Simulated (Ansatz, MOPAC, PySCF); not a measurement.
Species: C₃H₆F (charge 0, doublet). SMILES: [CH2]CCF
Coordinates optimised at B3LYP-D3(BJ)/def2-TZVP (Ansatz, an electronic-structure program):
```
C
H 1 1.0955
H 1 1.1019 2 105.58
C 1 1.4845 2 110.78 3 -119.84
H 4 1.0805 1 120.77 2 33.17
H 4 1.0807 5 118.38 1 -170.75
C 1 1.5172 2 108.04 3 114.90
H 7 1.0921 1 111.28 2 -56.14
H 7 1.0922 8 109.57 1 -123.69
F 7 1.3990 8 107.25 9 -115.98
```
Charge 0, spin multiplicity 2.

Unscaled harmonic wavenumbers (cm⁻¹) in rising order, each level at the stationary point that it reaches from this structure (no distance between atoms moves by over 0.3 Å); the order of modes can differ between levels, and a negative number is imaginary. B3LYP-D3(BJ)/def2-TZVP (PySCF, at the structure above): 137, 157, 302, 462, 532, 766, 898, 975, 1044, 1085, 1126, 1227, 1289, 1373, 1411, 1450, 1467, 1511, 2940, 3027, 3043, 3088, 3154, 3257.

PM3 (MOPAC): 105, 147, 333, 513, 629, 808, 915, 935, 1028, 1056, 1112, 1133, 1170, 1295, 1349, 1371, 1443, 1515, 2936, 2973, 3013, 3021, 3145, 3184. Zero-point energy 50.2 against 51.1 kcal/mol; where all levels lie over 400 cm⁻¹, the wavenumbers are on average 0.993 times those of B3LYP-D3(BJ)/def2-TZVP.

HF/6-31G* (Ansatz): 162, 184, 322, 479, 545, 837, 959, 1067, 1154, 1188, 1223, 1353, 1411, 1517, 1571, 1601, 1618, 1676, 3162, 3219, 3248, 3294, 3324, 3426. Zero-point energy 55.1 against 51.1 kcal/mol; where all levels lie over 400 cm⁻¹, the wavenumbers are on average 1.082 times those of B3LYP-D3(BJ)/def2-TZVP.
